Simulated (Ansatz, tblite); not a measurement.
Spin states of the cluster Ba2O⁺, each relaxed with PBE0-D4/def2-TZVP in Ansatz. Electronic energies in the gas phase.

In the def2 sets Ba takes a core potential; there is no spin–orbit coupling. The xTB rows come from tblite. Correlated methods freeze 1 core orbital; core or outer-core shells of Ba are correlated, in sets that lack core-valence functions. HOMO above LUMO, or a gap near zero within one spin, warns that the state may not be the lowest or that an electron is smeared out. The structure comes from a short search, and lower isomers may exist.

Doublet geometry:

```csv
atom,x (Å),y (Å),z (Å)
Ba1,1.842,0.340,0.902
Ba2,-1.660,-0.210,-1.234
O3,-0.183,-0.130,0.332
```

Quartet geometry (D∞h within 0.1 Å):

```xyz
3

Ba   -0.410    1.650    1.837
Ba    0.414   -1.650   -1.836
O    -0.004    0.000   -0.001
```

⟨S²⟩: doublet 0.75 at PBE0-D4/def2-TZVP (pure 0.75), quartet 3.75 at PBE0-D4/def2-TZVP (pure 3.75).

Only these spin states were relaxed.

Estimate which spin state lies lowest at each of these levels, and by how much: GFN2-xTB; HF/def2-TZVP; HF/def2-TZVPP; LDA (SPW92)/def2-TZVP; PBE-D4/def2-TZVP; revPBE-D4/def2-TZVP; PBE0-D4/def2-TZVP; r2SCAN0-D4/def2-TZVP; ωB97X-V/def2-TZVP; RPA@PBE/def2-TZVP; MP2/def2-TZVP; CCSD/def2-TZVPP.


```json
{"level": "GFN2-xTB", "quartet − doublet (kcal/mol)": "45.9", "lowest of these": "doublet", "remarks": "–"}
{"level": "HF/def2-TZVP", "quartet − doublet (kcal/mol)": "40.0", "lowest of these": "doublet", "remarks": "–"}
{"level": "HF/def2-TZVPP", "quartet − doublet (kcal/mol)": "40.0", "lowest of these": "doublet", "remarks": "–"}
{"level": "LDA (SPW92)/def2-TZVP", "quartet − doublet (kcal/mol)": "109.2", "lowest of these": "doublet", "remarks": "gap within one spin near zero (quartet)"}
{"level": "PBE-D4/def2-TZVP", "quartet − doublet (kcal/mol)": "93.6", "lowest of these": "doublet", "remarks": "–"}
{"level": "revPBE-D4/def2-TZVP", "quartet − doublet (kcal/mol)": "89.6", "lowest of these": "doublet", "remarks": "–"}
{"level": "PBE0-D4/def2-TZVP", "quartet − doublet (kcal/mol)": "86.7", "lowest of these": "doublet", "remarks": "–"}
{"level": "r2SCAN0-D4/def2-TZVP", "quartet − doublet (kcal/mol)": "82.6", "lowest of these": "doublet", "remarks": "–"}
{"level": "ωB97X-V/def2-TZVP", "quartet − doublet (kcal/mol)": "87.7", "lowest of these": "doublet", "remarks": "–"}
{"level": "RPA@PBE/def2-TZVP", "quartet − doublet (kcal/mol)": "78.1", "lowest of these": "doublet", "remarks": "–"}
{"level": "MP2/def2-TZVP", "quartet − doublet (kcal/mol)": "94.7", "lowest of these": "doublet", "remarks": "–"}
{"level": "CCSD/def2-TZVPP", "quartet − doublet (kcal/mol)": "79.8", "lowest of these": "doublet", "remarks": "–"}
```

Change of the quartet − doublet gap on mixing in exact exchange, in kcal/mol: PBE to PBE0 (25 % exact exchange) -6.9. The xTB methods have no spin-polarisation term.
